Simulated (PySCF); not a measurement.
Converging NaPb in the basis (r²SCAN)

PySCF, UKS reference; quartet, unpaired electrons σ ↑, π ↑↑; De to Na + Pb without counterpoise correction.

```tsv
basis	relativity	functions	Re (Å)	ωe (cm⁻¹)	De (eV)	μ (D)
def2-SVP	scalar-relativistic core potentials	41	2.961	168	1.24	-6.85
def2-SVPD	scalar-relativistic core potentials	50	2.966	168	1.26	-6.70
aug-cc-pVDZ/aug-cc-pVDZ-PP	scalar-relativistic core potentials	59	2.970	166	1.22	-6.73
```

Task: How does each smaller set differ from the one with most functions, aug-cc-pVDZ/aug-cc-pVDZ-PP?

Result: def2-SVP: -0.9 pm, +1.2 % in ωe, +0.02 eV in De; def2-SVPD: -0.4 pm, +1.2 % in ωe, +0.04 eV in De. All at r²SCAN; the set with most functions is neither the basis-set limit nor always the best.

A positive dipole means Na(−)Pb(+). Spin–orbit coupling is left out, which matters for elements this heavy, above all for dissociation energies. The state was picked by a PBE0 search and need not be the measured ground state.
